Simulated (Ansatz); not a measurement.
Geometry optimisation, Ansatz 0.2.0, RKS BHLYP/def2-SVP.

Input file:

```yaml
crystal:
  periodic: [false, false, false]
  atoms:
    - { symbol: Zr, position_ang: [0.369376, -0.402957, -0.515594] }
    - { symbol: O, position_ang: [-0.712569, -0.834089, 2.522581] }
    - { symbol: H, position_ang: [-1.071189, -0.083886, 2.997635] }
    - { symbol: F, position_ang: [1.33268, -0.316516, -2.138081] }
    - { symbol: F, position_ang: [0.293525, 1.361627, 0.183299] }
    - { symbol: F, position_ang: [-1.299839, -1.22537, -0.86675] }
    - { symbol: P, position_ang: [1.823408, -1.844205, 1.061365] }
    - { symbol: H, position_ang: [0.994938, -2.982498, 0.884433] }
    - { symbol: H, position_ang: [2.814977, -2.241143, 0.132073] }
    - { symbol: H, position_ang: [0.169793, -0.994862, 2.913239] }
basis:
  gaussian: { orbitals: def2-SVP }
hamiltonian:
  xc: { name: BHLYP }
relax:
  f_tol: 0.03
  max_steps: 50
```

Run as:

```bash
$ ansatz run input.yaml --threads 4 --pin off --max-ram 5120MiB --backend cpu --events-out ev --progress --plain --runs-dir out
```

**Question.** Where does it end, and by what steps?

**Answer.** It converged. The force dipped under the threshold on the way, but the program's further checks kept it going. After 46 steps the energy has fallen by 0.641 eV; H10 moved furthest, 1.29 Å. Joined: Zr1–O2 (3.25 → 2.34 Å).

| step | energy less start (eV) | largest force component (eV/Å) | accepted |
| --- | --- | --- | --- |
| 0 | 0.0000 | 0.986 | yes |
| 2 | -0.1941 | 1.059 | yes |
| 4 | -0.5379 | 1.061 | yes |
| 6 | -0.5700 | 0.159 | yes |
| 8 | -0.5741 | 0.059 | yes |
| 10 | -0.5770 | 0.148 | yes |
| 12 | -0.5797 | 0.050 | yes |
| 14 | -0.5861 | 0.257 | yes |
| 16 | -0.6036 | 0.184 | yes |
| 18 | -0.5821 | 1.756 | no |
| 20 | -0.6207 | 0.074 | yes |
| 22 | -0.6244 | 0.080 | yes |
| 24 | -0.6305 | 0.028 | yes |
| 26 | -0.6319 | 0.111 | yes |
| 28 | -0.6335 | 0.096 | yes |
| 30 | -0.6307 | 0.693 | no |
| 32 | -0.6325 | 0.596 | no |
| 34 | -0.6376 | 0.119 | yes |
| 36 | -0.6385 | 0.041 | yes |
| 38 | -0.6397 | 0.105 | yes |
| 40 | -0.6402 | 0.048 | yes |
| 42 | -0.6409 | 0.061 | yes |
| 44 | -0.6413 | 0.033 | yes |
| 46 | -0.6415 | 0.019 | yes |

```xyz
10
Properties=species:S:1:pos:R:3
Zr 0.437 -0.396 -0.038
O -0.508 -0.573 2.093
H -1.350 -1.007 2.233
F 1.064 -0.102 -1.806
F 0.686 1.343 0.730
F -1.268 -1.212 -0.361
P 2.260 -2.077 0.840
H 1.292 -3.053 1.202
H 2.517 -2.632 -0.441
H -0.414 0.144 2.721
```

Whether the end is a true minimum wasn't checked by a vibrational analysis.

Time of the run: 100 s on 4 threads of Arm Neoverse V2, with other jobs on the host, peak memory 0.33 GiB.
